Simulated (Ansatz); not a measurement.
```yaml
crystal:
  periodic: [true, true, true]
  atoms:
    - {symbol: C, position_ang: [-1.632460, -0.061330, 0.683975]}
    - {symbol: C, position_ang: [-0.195670, -0.402801, 0.322330]}
    - {symbol: C, position_ang: [0.676804, -0.473533, 1.565517]}
    - {symbol: C, position_ang: [-0.126344, -1.700905, -0.466236]}
    - {symbol: O, position_ang: [0.304649, 0.635576, -0.502686]}
    - {symbol: Hf, position_ang: [0.970404, 2.023372, -1.601440]}
    - {symbol: F, position_ang: [0.737486, 3.703072, -0.718610]}
    - {symbol: F, position_ang: [2.829829, 1.733575, -1.938539]}
    - {symbol: F, position_ang: [0.017273, 2.037470, -3.258662]}
    - {symbol: H, position_ang: [-1.674959, 0.890454, 1.217681]}
    - {symbol: H, position_ang: [-2.243916, 0.017006, -0.217470]}
    - {symbol: H, position_ang: [-2.061913, -0.834500, 1.324512]}
    - {symbol: H, position_ang: [0.644252, 0.473575, 2.108236]}
    - {symbol: H, position_ang: [0.330525, -1.264750, 2.233770]}
    - {symbol: H, position_ang: [1.713091, -0.683017, 1.292117]}
    - {symbol: H, position_ang: [-0.726905, -1.626916, -1.375292]}
    - {symbol: H, position_ang: [-0.505589, -2.533515, 0.129949]}
    - {symbol: H, position_ang: [0.905643, -1.921331, -0.747352]}
basis:
  gaussian: {orbitals: def2-TZVP}
hamiltonian: {xc: {name: SVWN5}}
scf: {lower_state_search: off}
output: {forces: true}
```

```sh
$ ansatz run in.yaml --threads 4 --pin off --events-out ev --progress --plain --max-ram 66560MiB --backend cuda --devices 0, --max-vram 37GiB
```

Q: How does Ansatz answer? (Estimate.)

A: The calculation gave: The program refused the input.
```
Error: YAML parse error: error: line 2 column 3: crystal: missing field `lattice` (a structure is typed as `lattice` and `atoms`, a molecule's as `atoms` in Å alone, or read from a run's directory, `checkpoint`)
 --> <input>:2:3
1 | crystal:
2 |   periodic: [true, true, true]
3 |   atoms:
4 |     - {symbol: C, position_ang: [-1.632460, -0.061330, 0.683975]}
```
